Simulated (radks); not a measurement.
Results of a calculation; reference values are marked as such.
Spherical quantum dot in the effective-mass picture: electrons in a parabolic well V = omega^2 r^2 / 2 with omega = 1.09, all in effective atomic units (hartree* = m*/eps^2 hartree, bohr* = eps/m* bohr), one dielectric constant everywhere. Level of theory: non-relativistic Kohn-Sham, PBE, spin-polarised, spherical densities (a radial shooting solver with Libxc functionals). Levels are named by radial order and angular momentum (1s, 1p, 1d, 2s, ...), and open shells are averaged over m.

N = 17, configuration 1s2 1p6 1d(up 5, down 4). This is the lowest configuration that the search found. Occupied and some empty levels:

level    occupation  eigenvalue (hartree*)  <r> (bohr*)
1s up             1                 9.7402        1.521
1s down           1                 9.7505        1.513
1p up             3                 10.297        1.920
1p down           3                 10.312        1.917
1d up             5                 10.916        2.198
1d down           4                 10.934        2.197
2s up             0                 11.032        1.913
2s down           0                 11.042        1.917
1f up             0                 11.596        2.418
1f down           0                 11.614        2.419
2p up             0                 11.790        2.160
2p down           0                 11.801        2.161

Energy (hartree*): total 117.708, kinetic 16.439, external 44.885, Hartree 64.321, exchange-correlation -7.9376.

Electron density:

r (bohr*)  n(r) (e/bohr*^3)
0.0843               0.1374
0.402                0.1534
0.720                0.1888
1.04                 0.2339
1.36                 0.2671
1.67                 0.2655
1.99                 0.2212
2.31                 0.1491
2.63                0.07898
2.94                0.03226
3.26                0.01020
3.58               0.002500
3.90              0.0004705
4.22             0.00006836
